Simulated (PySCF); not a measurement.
# HCuO + Cl₂ → CuOCl + HCl

Level: PBE0 in the def2-TZVP basis family, all electrons, no relativity, computed in PySCF with density fitting; open shells unrestricted.

| species | state and structure | E (Eh) | ZPE (kJ/mol) | H(298 K) − H(0) (kJ/mol) | S° (J/(mol K)) |
| --- | --- | --- | --- | --- | --- |
| HCuO | singlet, Cs, Cu–O 1.785 Å, O–H 0.962 Å; Cu–O–H 108.9° | -1716.03455 | 31.4 | 10.5 | 245.2 |
| Cl₂ | singlet, D∞h, Cl–Cl 1.982 Å | -920.08940 | 3.5 | 9.1 | 222.5 |
| CuOCl | triplet, C∞v, Cu–Cl 2.054 Å, Cu–O 1.704 Å; Cl–Cu–O 180.0° | -2175.47286 | 8.2 | 13.4 | 280.3 |
| HCl | singlet, C∞v, H–Cl 1.279 Å | -460.66440 | 17.9 | 8.7 | 186.6 |

Question: What is the electronic reaction energy?

Answer: At PBE0/def2-TZVP, ΔE = -34.9 kJ/mol from the differences of the total energies times 2625.5, downhill. 

Question: Add zero-point, thermal and entropy terms for 298.15 K and 1 bar.

Answer: ΔZPE = -8.8 and Δ[H(298) − H(0)] = 2.5 kJ/mol give ΔH° = -41.2 kJ/mol. ΔS° = -0.8 J/(mol K), so ΔG° = -41.2 − 298.15 × (-0.0008) = -41 kJ/mol and log₁₀K = 7.2.

Open d or f shells are single determinants, so the state found may not be the ground state. Only the bonding shown was studied: isomers, or loss of a ligand pair, can lie lower.
